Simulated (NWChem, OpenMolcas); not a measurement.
SiN2H6O: a line through the functionals

SiN2H6O has 10 atoms, charge 0, and is taken as a singlet. As SMILES, `N[SiH](N)O`. The coordinates come from a PBE0-D4/def2-TZVP relaxation. This is one conformer, not always the lowest.

The HOMO–LUMO gap y, in eV, basis def2-SVP; a is the functional's share of exact exchange. Programs: NWChem 7.3.0, OpenMolcas 26.06.

```
functional     program     a  y (eV)
      TPSS  OpenMolcas     0    6.65
       PBE  OpenMolcas     0    6.30
     B3LYP  OpenMolcas   0.2       ?
      PBE0      NWChem  0.25    8.79
     BHLYP  OpenMolcas   0.5   10.91
```

Fit y = c + s·a to the known rows and predict B3LYP.


1. Means of the 4 rows: a = 0.1875, y = 8.162.
2. Σ(Δa)² = 0.17188, Σ(Δa·Δy) = 1.5306, so the slope is 1.5306/0.17188 = 8.9051.
3. Intercept: 8.162 − (8.9051) × 0.1875 = 6.492. The largest residual of the fit is 0.19.
4. B3LYP: 6.492 + (8.9051) × 0.2 = 8.27 eV.

The run gave 8.08 eV, so the prediction is off by +0.19 eV, within the largest residual. Exact exchange lowers occupied levels and raises empty ones. The rows mix families of semi-local functionals, which the line can't see.
